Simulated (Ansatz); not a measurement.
## CHBI: structure from calculated spectroscopic constants

These gas-phase data were calculated for one isomer of CHBI at PBE0-D3(BJ)/def2-SVP (harmonic, unscaled wavenumbers; equilibrium rotational constants with average atomic masses):

- rotational constants: 2.897 GHz
- all wavenumbers above 1500 cm⁻¹: 3415, 1725
- dipole moment: 0.50 D (PBE0/def2-TZVPD)

Candidates:

(1) `[CH]=BI`, a doublet
(2) `B=[C]I`, a doublet

Task: Which structure fits?

Result: Candidate (1). No mode falls between 2350 and 2900 cm⁻¹, where the B–H stretch of (2) would stand.

The same quantities for all candidates:

```
     rotational constants (GHz)  wavenumbers above 1500 cm⁻¹  dipole (D)  E above the lowest, PBE0-D3(BJ)/def2-SVP (kcal/mol)
(1)                       2.897                   3415, 1725        0.50                                                  0.0
(2)                       3.166                   2843, 1714        0.49                                                 22.0
```

Harmonic stretches to hydrogen usually lie a few per cent above observed fundamentals. Each candidate is one conformer. Open shells are spin-unrestricted. Atoms past krypton carry core potentials. Programs: Ansatz 0.2.0.
